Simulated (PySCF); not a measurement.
**Cadmium: a sound run and one with changed settings**

Sound run: Cd [Kr] 4d10 5s2, Cd⁺ [Kr] 4d10 5s1. All numbers are calculated (PySCF 2.14, the spin-free X2C one-electron Hamiltonian (Gaussian nucleus), in x2c-SVPall). The sound run starts from symmetry-adapted Hartree-Fock orbitals and uses a fine grid where one is needed.

Changed run: radial step 1.2 in ln r (0.13 in the sound run). This setting is unsound on purpose.

```tsv
species	method	sound run (hartree)	changed run (hartree)	converged
Cd	UHF	-5590.77568	-5590.77568	yes
Cd	M06-L	-5593.31650	-5623.52894	yes
Cd	B3LYP	-5593.48996	-5611.02111	yes
Cd⁺	UHF	-5590.50566	-5590.50566	yes
Cd⁺	M06-L	-5592.99042	-5623.17754	yes
Cd⁺	B3LYP	-5593.15506	-5610.65445	yes
```

Ionisation energy of Cd:

```
method  sound run (eV)  changed run (eV)
   UHF           7.348             7.348
 M06-L           8.873             9.562
 B3LYP           9.113             9.977
```

A coarse radial grid mis-integrates the density and the exchange-correlation energy, with errors of either sign; Hartree-Fock needs no grid.

For comparison, NIST gives 8.994 eV between the lowest levels.
